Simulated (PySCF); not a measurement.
PySCF job for C3H9In, SMILES CC[CH2][InH2], PBE0-D3(BJ)/def2-SVP. Geometry: PBE0-D3(BJ)/def2-SVP. The structure was generated by enumeration; whether it is a known compound was not checked. The def2 effective core potentials stand for the cores of In; spin–orbit coupling is left out. One conformer was computed; it need not be the lowest.

```python
import numpy as np
from pyscf import gto, scf, dft, df
from pyscf.hessian import thermo

mol = gto.M(
    atom='''
    In    0.02712148    1.07865883   -0.00000000
    H    -1.13667074    2.37228265    0.00000000
    H     1.72604228    1.46019745    0.00000001
    C    -0.62624262   -0.99739372    0.00000000
    C     0.48357337   -2.04360493   -0.00000000
    C    -0.03787336   -3.47479430    0.00000000
    H    -1.28626951   -1.12494283   -0.87723746
    H    -1.28626952   -1.12494283    0.87723745
    H     1.13909639   -1.89658521   -0.87638796
    H     1.13909638   -1.89658521    0.87638796
    H    -0.66176314   -3.66966961    0.88743101
    H     0.78280406   -4.20960972   -0.00000000
    H    -0.66176315   -3.66966961   -0.88743102
    ''',
    basis='def2-SVP',
    ecp={'In': 'def2-svp'},
    charge=0,
    spin=0,
    max_memory=1600,
    verbose=3,
)
mf = dft.RKS(mol, xc='pbe0').density_fit(auxbasis='def2-universal-jkfit')
mf.disp = 'd3bj'
mf.grids.level = 3
mf.conv_tol = 1e-11
mf.max_cycle = 100
mf.kernel()

# [left out here: the lines that compute and print the analytic Hessian (its translational invariance restored by hand, since the grid's response is missing), thermochemistry and intensities]
```

It prints:

```
converged SCF energy = -309.595767779956

WARN: DFTD3 does not support analytical Hessian, using finite difference


WARN: Mole.unit (angstrom) is changed to Bohr

Mode                                 0                   1                   2
Irrep
Freq [cm^-1]                       55.9725             98.6800            140.3164
Reduced mass [au]                   1.1262              2.1381              2.5141
Force const [Dyne/A]                0.0021              0.0123              0.0292
Char temp [K]                      80.5319            141.9785            201.8840
Normal mode                   x     y     z       x     y     z       x     y     z
       0  In                -0.00  0.00 -0.00    0.00 -0.00  0.01   -0.01  0.02  0.00
       1   H                -0.00 -0.00  0.57    0.00  0.00  0.34   -0.22 -0.16 -0.00
       2   H                -0.00  0.00 -0.62    0.00 -0.00 -0.13   -0.07  0.30  0.00
       3   C                 0.00 -0.00  0.01   -0.00  0.00 -0.16    0.14 -0.03 -0.00
       4   C                 0.00 -0.00  0.09   -0.00  0.00 -0.09    0.06 -0.11 -0.00
       5   C                -0.00 -0.00 -0.04    0.00  0.00  0.12   -0.09 -0.06  0.00
       6   H                 0.08  0.00 -0.06    0.07  0.02 -0.21    0.12 -0.01  0.01
       7   H                -0.08 -0.00 -0.06   -0.07 -0.02 -0.21    0.12 -0.01 -0.01
       8   H                 0.10  0.04  0.17   -0.05 -0.10 -0.14    0.07 -0.17 -0.00
       9   H                -0.10 -0.04  0.17    0.05  0.10 -0.14    0.07 -0.17  0.00
      10   H                -0.12 -0.04 -0.13    0.07  0.11  0.19   -0.11  0.01 -0.00
      11   H                -0.00 -0.00  0.03    0.00  0.00  0.15   -0.17 -0.15  0.00
      12   H                 0.12  0.04 -0.13   -0.07 -0.11  0.19   -0.11  0.01  0.00
Mode                                 3                   4                   5
Irrep
Freq [cm^-1]                      257.5047            277.6587            358.0642
Reduced mass [au]                   1.0703              3.5151              1.2073
Force const [Dyne/A]                0.0418              0.1597              0.0912
Char temp [K]                     370.4919            399.4890            515.1746
Normal mode                   x     y     z       x     y     z       x     y     z
       0  In                -0.00 -0.00  0.00    0.01  0.04  0.00    0.01 -0.01  0.00
       1   H                 0.00  0.00  0.01    0.02  0.04  0.00   -0.46 -0.41  0.00
       2   H                 0.00 -0.00  0.01    0.02 -0.03 -0.00   -0.15  0.60 -0.00
       3   C                 0.00  0.00  0.03   -0.07 -0.04  0.00   -0.04  0.04  0.00
       4   C                 0.00  0.00 -0.07   -0.09 -0.09 -0.00   -0.07  0.04 -0.00
       5   C                -0.00  0.00  0.01    0.07 -0.16  0.00    0.02  0.01  0.00
       6   H                -0.12 -0.01  0.12   -0.07 -0.01 -0.00   -0.05  0.10 -0.00
       7   H                 0.12  0.01  0.12   -0.07 -0.01  0.00   -0.05  0.10  0.00
       8   H                -0.06 -0.02 -0.11   -0.09 -0.06  0.00   -0.07  0.06  0.00
       9   H                 0.06  0.02 -0.11   -0.09 -0.06 -0.00   -0.07  0.06 -0.00
      10   H                -0.41  0.21 -0.23    0.10 -0.26  0.00    0.04 -0.04  0.00
      11   H                -0.00  0.00  0.56    0.19 -0.02  0.00    0.09  0.08  0.00
      12   H                 0.41 -0.21 -0.23    0.10 -0.26 -0.00    0.04 -0.04 -0.00
Mode                                 6                   7                   8
Irrep
Freq [cm^-1]                      454.0345            576.1195            616.0562
Reduced mass [au]                   1.0430              2.3837              1.0781
Force const [Dyne/A]                0.1267              0.4662              0.2411
Char temp [K]                     653.2545            828.9077            886.3677
Normal mode                   x     y     z       x     y     z       x     y     z
       0  In                -0.00 -0.00  0.01   -0.01 -0.02 -0.00    0.00 -0.00  0.00
       1   H                 0.00  0.00 -0.63    0.25  0.21  0.00    0.46  0.45 -0.00
       2   H                 0.00 -0.00 -0.59   -0.01  0.07  0.00   -0.13  0.69 -0.00
       3   C                 0.00  0.00  0.03    0.11  0.17  0.00   -0.04 -0.06 -0.00
       4   C                -0.00  0.00 -0.02   -0.05 -0.00  0.00    0.02 -0.00 -0.00
       5   C                 0.00 -0.00  0.00    0.00 -0.05 -0.00   -0.00  0.01  0.00
       6   H                 0.20  0.19 -0.16    0.08  0.29  0.01   -0.02 -0.08 -0.01
       7   H                -0.20 -0.19 -0.16    0.08  0.29 -0.01   -0.02 -0.08  0.01
       8   H                -0.05  0.02 -0.06   -0.03 -0.06  0.01    0.01  0.01 -0.00
       9   H                 0.05 -0.02 -0.06   -0.03 -0.06 -0.01    0.01  0.01  0.00
      10   H                -0.01  0.04  0.00    0.05 -0.15  0.01   -0.01  0.04 -0.00
      11   H                 0.00  0.00  0.05    0.12  0.09  0.00   -0.03 -0.03 -0.00
[...]
       1   H                -0.00  0.00 -0.00    0.00 -0.00 -0.00   -0.00  0.00 -0.00
       2   H                -0.00 -0.00 -0.00    0.00  0.00 -0.00   -0.00 -0.00 -0.00
       3   C                 0.01 -0.00  0.00   -0.00 -0.00  0.00    0.00  0.01  0.00
       4   C                 0.05  0.03 -0.00   -0.00 -0.00 -0.02    0.06 -0.01 -0.00
       5   C                -0.02 -0.00 -0.00   -0.00  0.00 -0.05    0.04 -0.01 -0.00
       6   H                -0.03  0.00  0.03    0.01 -0.02 -0.00   -0.03 -0.00  0.02
       7   H                -0.03  0.00 -0.03   -0.01  0.02 -0.00   -0.03 -0.00 -0.02
       8   H                -0.41 -0.15 -0.36    0.03  0.05  0.00   -0.28 -0.00 -0.25
       9   H                -0.41 -0.15  0.36   -0.03 -0.05  0.00   -0.28 -0.00  0.25
      10   H                 0.29  0.04  0.22    0.23 -0.43  0.04   -0.42 -0.02 -0.31
      11   H                -0.13 -0.14  0.00   -0.00 -0.00  0.69    0.23  0.22  0.00
      12   H                 0.29  0.04 -0.22   -0.23  0.43  0.04   -0.42 -0.02  0.31
Mode                                24                  25                  26
Irrep
Freq [cm^-1]                     1761.6277           1766.3174           3041.3071
Reduced mass [au]                   1.0184              1.0135              1.0600
Force const [Dyne/A]                1.8621              1.8630              5.7769
Char temp [K]                    2534.5901           2541.3374           4375.7638
Normal mode                   x     y     z       x     y     z       x     y     z
       0  In                 0.01 -0.00  0.00   -0.00  0.01  0.00   -0.00 -0.00 -0.00
       1   H                -0.21  0.28 -0.00    0.63 -0.68  0.00   -0.00  0.00  0.00
       2   H                -0.90 -0.21 -0.00   -0.35 -0.04 -0.00    0.00  0.00 -0.00
       3   C                 0.00 -0.00  0.00   -0.00 -0.00  0.00    0.05  0.01  0.00
       4   C                -0.00 -0.00  0.00    0.00  0.00  0.00   -0.04 -0.01 -0.00
       5   C                -0.00  0.00  0.00   -0.00 -0.00  0.00   -0.00 -0.01  0.00
       6   H                 0.01  0.02 -0.00    0.00  0.01 -0.01   -0.30 -0.06 -0.43
       7   H                 0.01  0.02  0.00    0.00  0.01  0.01   -0.30 -0.06  0.43
       8   H                 0.00  0.01  0.00    0.00 -0.00 -0.00    0.23  0.05 -0.33
       9   H                 0.00  0.01 -0.00    0.00 -0.00  0.00    0.23  0.05  0.33
      10   H                 0.00 -0.00 -0.00   -0.00 -0.00  0.00    0.07  0.02 -0.10
      11   H                -0.00  0.00  0.00    0.00  0.01  0.00   -0.12  0.10 -0.00
      12   H                 0.00 -0.00  0.00   -0.00 -0.00 -0.00    0.07  0.02  0.10
Mode                                27                  28                  29
Irrep
Freq [cm^-1]                     3043.8502           3047.5505           3080.9693
Reduced mass [au]                   1.0388              1.0619              1.1020
Force const [Dyne/A]                5.6708              5.8107              6.1630
Char temp [K]                    4379.4227           4384.7466           4432.8289
Normal mode                   x     y     z       x     y     z       x     y     z
       0  In                 0.00  0.00 -0.00    0.00 -0.00  0.00    0.00  0.00 -0.00
       1   H                 0.00 -0.00 -0.00   -0.00  0.00  0.00   -0.00  0.00  0.00
       2   H                -0.00 -0.00 -0.00   -0.00 -0.00 -0.00    0.00  0.00 -0.00
       3   C                -0.01 -0.00  0.00    0.04  0.01  0.00    0.00  0.00 -0.05
       4   C                 0.01  0.00 -0.00    0.05  0.01 -0.00    0.00  0.00  0.07
       5   C                -0.02 -0.05  0.00   -0.01  0.00  0.00   -0.00 -0.00 -0.01
       6   H                 0.08  0.01  0.11   -0.24 -0.04 -0.34    0.23  0.05  0.30
       7   H                 0.08  0.01 -0.11   -0.24 -0.04  0.34   -0.23 -0.05  0.30
       8   H                -0.05 -0.01  0.07   -0.31 -0.07  0.44    0.32  0.07 -0.43
       9   H                -0.05 -0.01 -0.07   -0.31 -0.07 -0.44   -0.32 -0.07 -0.43
      10   H                 0.32  0.09 -0.46    0.02  0.00 -0.03   -0.06 -0.02  0.09
      11   H                -0.40  0.34 -0.00    0.03 -0.03  0.00   -0.00  0.00 -0.00
      12   H                 0.32  0.09  0.46    0.02  0.00  0.03    0.06  0.02  0.09
Mode                                30                  31                  32
Irrep
Freq [cm^-1]                     3101.4327           3137.7103           3140.1071
Reduced mass [au]                   1.1027              1.1040              1.1037
Force const [Dyne/A]                6.2493              6.4036              6.4121
Char temp [K]                    4462.2711           4514.4665           4517.9150
Normal mode                   x     y     z       x     y     z       x     y     z
       0  In                 0.00 -0.00 -0.00    0.00  0.00 -0.00   -0.00 -0.00 -0.00
       1   H                 0.00 -0.00 -0.00   -0.00 -0.00  0.00    0.00  0.00  0.00
       2   H                -0.00 -0.00 -0.00   -0.00 -0.00  0.00    0.00  0.00  0.00
       3   C                 0.00  0.00 -0.07   -0.00  0.00  0.00    0.00 -0.00  0.00
       4   C                 0.00  0.00 -0.05    0.00  0.00  0.02   -0.01 -0.00  0.00
       5   C                 0.00  0.00  0.02    0.00 -0.00  0.09   -0.08  0.03  0.00
       6   H                 0.33  0.07  0.44   -0.02 -0.00 -0.03    0.00 -0.00  0.00
       7   H                -0.33 -0.07  0.44    0.02  0.00 -0.03    0.00 -0.00 -0.00
       8   H                -0.21 -0.05  0.28    0.09  0.02 -0.13    0.03  0.01 -0.04
       9   H                 0.21  0.05  0.28   -0.09 -0.02 -0.13    0.03  0.01  0.04
      10   H                 0.07  0.02 -0.10    0.37  0.11 -0.52    0.20  0.07 -0.31
      11   H                -0.00  0.00  0.01   -0.00  0.00  0.01    0.59 -0.52  0.00
      12   H                -0.07 -0.02 -0.10   -0.37 -0.11 -0.52    0.20  0.07  0.31
temperature 298.1500 [K]
pressure 101325.00 [Pa]
Rotational constants [GHz] 21.00309 1.25792 1.21356
Symmetry number 1
Zero-point energy (ZPE) 0.10407 [Eh]   273239.933 [J/mol]
                           tot       elec      trans        rot        vib
Entropy [J/mol/K]       359.654      0.000    172.036    111.746     75.872
Cv [J/mol/K]            102.877      0.000     12.472     12.472     77.933
Cp [J/mol/K]            111.191      0.000     20.786     12.472     77.933
Internal energy [J/mol]                      3718.434   3718.434 285167.438
Internal energy [Eh]   -309.48432  -309.59577
Enthalpy [J/mol]                             6197.391   3718.434 285167.438
Enthalpy [Eh]          -309.48338
Gibbs free energy [J/mol]                  -45095.087 -29598.700 262546.259
Gibbs free energy [Eh] -309.52422
mode   freq/cm-1   IR/(km/mol)
   1       55.97         0.005
   2       98.68         0.389
   3      140.32         1.076
   4      257.50         0.001
   5      277.66         6.339
   6      358.06        53.609
   7      454.03        62.389
   8      576.12        56.195
   9      616.06       182.166
  10      639.08        66.724
  11      778.23         2.034
  12      909.27         0.179
  13      981.48         9.638
  14     1051.77         6.257
  15     1101.30        17.345
  16     1161.71         3.962
  17     1221.68         1.010
  18     1315.17         0.036
  19     1344.15         8.089
  20     1391.73         4.699
  21     1431.69         1.436
  22     1459.42         0.975
  23     1465.59         8.832
  24     1474.60         4.121
  25     1761.63       287.405
  26     1766.32       236.360
  27     3041.31         0.736
  28     3043.85        29.989
  29     3047.55        36.583
  30     3080.97         1.395
  31     3101.43        20.149
  32     3137.71        33.356
  33     3140.11        27.659
max |gradient| / (hartree/bohr): 3.8988048782995154e-05
APT charges: [ 1.0666 -0.3815 -0.3685 -0.2262  0.1117  0.0212 -0.0356 -0.0356 -0.0427
 -0.0427 -0.0134 -0.0397 -0.0134]
```

Self-consistency was reached.
